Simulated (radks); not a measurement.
Problem. Coherent X-ray form factor from a spherical all-electron density. All-electron calculation, scalar-relativistic Kohn-Sham, PBE, spin-polarised, spherical densities, point nucleus. Program: a radial shooting solver on a logarithmic mesh with Libxc functionals.

| sin(theta)/lambda (1/angstrom) | f0 (electrons) |
|---|---|
| 0.05 | 22.602 |
| 0.1 | 21.523 |
| 0.15 | 20.017 |
| 0.2 | 18.328 |
| 0.25 | 16.627 |
| 0.3 | 15.015 |
| 0.4 | 12.257 |
| 0.5 | 10.204 |
| 0.6 | 8.774 |
| 0.8 | 7.120 |
| 1 | 6.163 |
| 1.25 | 5.163 |
| 1.5 | 4.216 |
| 2 | 2.724 |

The species is in the configuration that NIST lists as its ground one. Which atom or ion scatters so?

Solution. The chromium ion Cr+, [Ar] 3d5. Extrapolating in s^2 from the first two rows gives f0(0) = 23.0, near the electron count 23; among species with that count, the fall with angle is slower the higher Z, and the table is that of Z = 24; from so few rows the species is fixed only to a neighbour or two.
